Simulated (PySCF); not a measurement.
**Ir: excitation energy**

Ir [Xe] 4f14 5d7 6s2 (4F) → Ir [Xe] 4f14 5d7 6s1 7s1 (6F), as a difference of total energies. Computed with PySCF 2.14 in aug-cc-pVTZ-PP with ECP60MDF (6s6p5d3f2g, 88 functions), with scalar relativity through the core potential. Correlated levels: valence: 5s2 5p6 frozen. The calculations carry no spin-orbit coupling.

```json
{"method": "UHF", "excitation energy (eV)": "4.613"}
{"method": "LDA", "excitation energy (eV)": "6.585"}
{"method": "PBE", "excitation energy (eV)": "6.145"}
{"method": "PBE0", "excitation energy (eV)": "5.913"}
{"method": "r2SCAN", "excitation energy (eV)": "6.043"}
{"method": "BHandHLYP", "excitation energy (eV)": "6.057"}
{"method": "M06-L", "excitation energy (eV)": "6.112"}
{"method": "B2PLYP", "excitation energy (eV)": "6.280"}
{"method": "wB97X-V", "excitation energy (eV)": "6.197"}
{"method": "MP2 (valence)", "excitation energy (eV)": "6.141"}
{"method": "SCS-MP2 (valence)", "excitation energy (eV)": "6.367"}
```

Question: How much does correlation contribute at MP2 (valence)?

Answer: 6.141 − (4.613) = 1.528 eV, measured against UHF.

The promoted electron is Rydberg-like, and one or two diffuse shells describe it only roughly, which tends to raise the upper state.
